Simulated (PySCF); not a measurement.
Species: C4H7F3OS.
SMILES with atom numbers: `[CH3:1][S:2][C@H:3]([CH3:4])[O:5][C:6]([F:7])([F:8])[F:9]` (hydrogens: H10, H11, H12 on C1; H13 on C3; H14, H15, H16 on C4)

Geometry (PBE0-D3(BJ)/def2-SVP, Å), atoms numbered from 1 in this order:
```
atom  x, y, z in Å
C1    -2.2661   -0.1563   -0.3404
S2    -1.2417   -0.7060    1.0413
C3     0.3145    0.1407    0.6535
C4     0.2168    1.6467    0.5852
O5     0.8559   -0.2992   -0.5969
C6     1.7511   -1.2933   -0.5723
F7     1.2743   -2.4135   -0.0328
F8     2.8429   -0.9627    0.1326
F9     2.1197   -1.5466   -1.8146
H10   -3.1614   -0.7927   -0.3327
H11   -2.5796    0.8929   -0.2436
H12   -1.7348   -0.3096   -1.2906
H13    0.9879   -0.1603    1.4721
H14   -0.2149    2.0374    1.5163
H15    1.2174    2.0791    0.4384
H16   -0.4149    1.9593   -0.2583
```

Method: PySCF, PBE0-D3(BJ)/def2-SVP geometry optimisation, gas phase.

Masses are those of the commonest isotopes; rigid-rotor values at the optimised geometry. The values belong to one conformer with, in the numbering `[CH3:1][S:2][C@H:3]([CH3:4])[O:5][C:6]([F:7])([F:8])[F:9]`, C1–S2–C3–C4 60°, S2–C3–O5–C6 -94°.

**Question.** What are A, B and C (cm⁻¹)?

**Answer.** Ia = 224.50, Ib = 569.78, Ic = 629.53 u·Å²; 505379 MHz·u·Å²/I gives 2251, 887.0 and 802.8 MHz, that is A = 0.07509, B = 0.02959, C = 0.02678 cm⁻¹.

**Question.** Classify the top.

**Answer.** An asymmetric top: κ = (2 × 887.0 − 2251 − 802.8)/(2251 − 802.8) = -0.88.

**Question.** What does the inertial defect say?

**Answer.** Not planar: Δ = Ic − Ia − Ib = -164.75 u·Å². For a rigid frame Δ = −2 Σ m c², so Σ m c² = 82.37 u·Å² lies off the ab plane: 9.64 from hydrogen and 72.74 from heavier atoms. The atom farthest from that plane is 1.78 Å away.

**Question.** List the rotational levels J(Ka,Kc) to J = 2 (MHz).

**Answer.** Above 0(0,0):
J = 1: 1(0,1) 1690, 1(1,1) 3054, 1(1,0) 3138
J = 2: 2(0,2) 5066, 2(1,2) 6349, 2(1,1) 6602, 2(2,1) 10694, 2(2,0) 10698

**Question.** Which lines would a microwave search look for?

**Answer.** The dipole components are |μa| = 1.93 D, |μb| = 1.38 D, |μc| = 0.64 D. Intensities carry the squares of the components, which stand as 1.00 : 0.51 : 0.11 (a : b : c). Some lines, for components of 0.1 D or more:

| type | branch | J(Ka,Kc) | MHz | lower level (cm⁻¹) |
| --- | --- | --- | --- | --- |
| c | Q | 4(1,4) ← 4(0,4) | 1032 | 0.562 |
| b | Q | 2(1,1) ← 2(0,2) | 1536 | 0.169 |
| b | R | 2(0,2) ← 1(1,1) | 2012 | 0.102 |
| c | Q | 4(2,3) ← 4(1,3) | 3805 | 0.624 |
| c | Q | 3(2,2) ← 3(1,2) | 3969 | 0.393 |
| b | Q | 3(2,1) ← 3(1,2) | 3987 | 0.393 |
| b | Q | 4(2,3) ← 4(1,4) | 4646 | 0.596 |
| a | R | 3(1,3) ← 2(1,2) | 4941 | 0.212 |
| a | R | 3(1,2) ← 2(1,1) | 5193 | 0.220 |
| c | R | 3(1,2) ← 2(0,2) | 6729 | 0.169 |
| a | R | 4(3,1) ← 3(3,0) | 6767 | 0.760 |
| a | R | 4(2,2) ← 3(2,1) | 6793 | 0.526 |
| c | Q | 4(3,2) ← 4(2,2) | 6988 | 0.753 |
| b | Q | 3(3,0) ← 3(2,1) | 7015 | 0.526 |
| c | R | 2(2,1) ← 1(1,1) | 7640 | 0.102 |
| c | R | 3(3,0) ← 2(2,0) | 12099 | 0.357 |
| c | R | 3(3,1) ← 2(2,1) | 12103 | 0.357 |
| b | R | 4(4,1) ← 3(3,0) | 16603 | 0.760 |

**Question.** Estimate the classical rotational partition function at 25 K, 50 K and 100 K.

**Answer.** Point group C1, symmetry number σ = 1; q = (√π/σ)·√((kT/h)³/(ABC)), k/h = 20836.6 MHz/K: 16600 at 25 K, 47100 at 50 K, 133000 at 100 K.

No frequency check. These are rigid-rotor constants of the computed structure; measured ground-state constants (B0) also hold zero-point vibration. A rigid rotor knows nothing of internal rotation, which can split or shift real lines.

Time: 93 s wall. Hardware: x86-64 server, one thread, no GPU, on a shared host. These figures are those of the optimisation.
